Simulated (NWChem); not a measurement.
[CuH2]− (SMILES [H][Cu-][H]): entropy by statistical mechanics

A linear singlet with charge -1, relaxed at r2SCAN0/x2c-SVPall (DKH3) (NWChem 7.3.0):

```xyz
3

Cu    0.0000    0.0000    0.0000
H     0.0000    0.0000    1.5495
H     0.0000    0.0000   -1.5495
```

Harmonic wavenumbers in cm⁻¹: 707, 707, 1512, 1659.

Masses in u: Cu 63.546, H 1.008. Take T = 298.15 K, p = 1 bar, R = 8.3145 J/(mol K), kT/hc = 207.22 cm⁻¹, rigid rotor and harmonic oscillator.

Problem. Work out S° at 298 K.

Solution. 
1. Translation (Sackur–Tetrode): S = R[3/2 ln M + 5/2 ln T − 1.1517] with M = 65.562 gives 161.0 J/(mol K).
2. Rotation: the moment of inertia is 4.840 u Å², so B = 16.8576/I = 3.4828 cm⁻¹; σ = 2; q = kT/(σhcB) = 29.7; S = R(ln q + 1) = 36.5.
3. Vibration: with u = ν̃/207.22, each mode gives R[u/(eᵘ − 1) − ln(1 − e⁻ᵘ)]; the sum is 2.6, most from 707 cm⁻¹ (1.2), 707 cm⁻¹ (1.2).
4. Electronic: R ln 1 = 0.0, from the spin multiplicity alone.
5. Sum: 161.0 + 36.5 + 2.6 + 0.0 = 200.1 J/(mol K).

No measured value is set beside it here.
